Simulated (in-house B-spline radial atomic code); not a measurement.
A radial electron density 4πr²n(r) was computed for an atom or ion in its tabulated ground configuration with an all-electron radial atomic-structure program (B-spline basis); method: Dirac-Hartree-Fock, average of configuration. Columns: r (bohr), 4πr²n(r) (electrons per bohr), bar.

```
 0.00072     3.61 #
0.000907    5.238 ##
 0.00114    7.518 ###
 0.00144    10.78 ####
 0.00181    15.17 #####
 0.00228    21.13 #######
 0.00288    29.04 ##########
 0.00363    38.93 ##############
 0.00457    50.72 ##################
 0.00575    63.88 ######################
 0.00725    77.31 ###########################
 0.00913    88.85 ###############################
  0.0115    96.18 ##################################
  0.0145    97.53 ##################################
  0.0183    93.27 #################################
   0.023    87.59 ###############################
   0.029    87.15 ##############################
  0.0365    97.09 ##################################
   0.046    114.4 ########################################
   0.058    125.9 ############################################
   0.073      120 ##########################################
   0.092    102.8 ####################################
   0.116       97 ##################################
   0.146    109.2 ######################################
   0.184    111.9 #######################################
   0.232    84.91 ##############################
   0.292    57.24 ####################
   0.368    57.98 ####################
   0.463    65.73 #######################
   0.584    53.63 ###################
   0.735    32.68 ###########
   0.926    19.51 #######
    1.17    13.27 #####
    1.47    8.428 ###
    1.85    4.169 #
    2.33    1.699 #
    2.94   0.8446 
     3.7    0.624 
    4.67   0.4326 
    5.88   0.2176 
    7.41  0.07145 
    9.33  0.01408 
    11.8 0.001397 
    14.8 6.88e-05
```

(1) Which atom or ion is it?
A. Yb
B. Yb+
C. Tm
D. Lu

Answers

(1) A. The area under the curve, ∫4πr²n dr = ∫r·4πr²n d(ln r) on this logarithmic grid, is 70 electrons, which only this option has. The configuration is [Xe] 4f14 6s2.
